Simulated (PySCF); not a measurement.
TeHBr, SMILES Br[TeH]. Atoms are numbered in the order given.

```xyz
3

Te     0.0329     1.0014     0.0000
H     -1.6273     1.1336     0.0000
Br    -0.0024    -1.5202     0.0000
```
Charge 0, spin multiplicity 1.

Coordinates come from a B3LYP-D3(BJ)/def2-TZVP optimisation. The def2 effective core potentials stand for the cores of Te; spin–orbit coupling is left out.

All values below come from PySCF with CAM-B3LYP/def2-TZVPD.

Symmetry labels are those of the subgroup Cs that the program uses (full group Cs).

Computed valence orbital energies around the gap with their symmetry:
```
orbital  symmetry  energy (eV)
-------  --------  -----------
HOMO−7         A'       -46.15
HOMO−6         A'       -23.54
HOMO−5         A'       -19.54
HOMO−4         A'       -12.46
HOMO−3         A'       -11.25
HOMO−2         A"       -10.44
HOMO−1         A'        -9.77
HOMO           A"        -7.89
LUMO           A'        -1.91
LUMO+1         A'         0.02
LUMO+2         A'         0.87
LUMO+3         A'         0.99
```
